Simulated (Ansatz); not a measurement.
C2H9AsSi, SMILES `CC([SiH3])[AsH2]`, relaxed with RKS PBE-D4/def2-SVP in the Gaussian-basis code of Ansatz from a rough embedded geometry. The force threshold is 0.03 eV/Å; the program also tests the step.

Total charge 0; spin multiplicity 1.

Start:

```xyz
13

C    -0.715   -1.076   -0.188
C    -0.380    0.393   -0.190
Si    1.309    0.621   -0.921
As   -0.356    1.122    1.703
H    -0.078   -1.666    0.431
H    -0.793   -1.484   -1.217
H    -1.788   -1.203    0.240
H    -1.079    0.958   -0.771
H     1.362    0.044   -2.289
H     1.696    2.012   -0.923
H     2.307   -0.152   -0.104
H     0.380   -0.105    2.264
H    -1.864    0.535    1.965
```

Q: How much energy does the relaxation release, and in how many steps? (Estimate.)

A: Ansatz gave: 31.99 kJ/mol, in 5 steps, 1 of them rejected.

Q: Which bonds change most? (An estimate is asked.)

A: The calculation gave: As4–H13 from 1.638 to 1.545 Å; Si3–H10 from 1.444 to 1.504 Å; C1–H7 from 1.162 to 1.110 Å; C2–Si3 from 1.854 to 1.903 Å.

Q: Give the relaxed structure. (An estimate is asked.)

A: Computed: 
```xyz
13

C    -0.811   -1.120   -0.212
C    -0.370    0.347   -0.165
Si    1.359    0.612   -0.913
As   -0.414    1.168    1.671
H    -0.121   -1.767    0.368
H    -0.835   -1.509   -1.253
H    -1.825   -1.255    0.220
H    -1.071    0.980   -0.756
H     1.404    0.065   -2.317
H     1.719    2.072   -0.948
H     2.384   -0.122   -0.087
H     0.348    0.001    2.336
H    -1.767    0.528    2.056
```
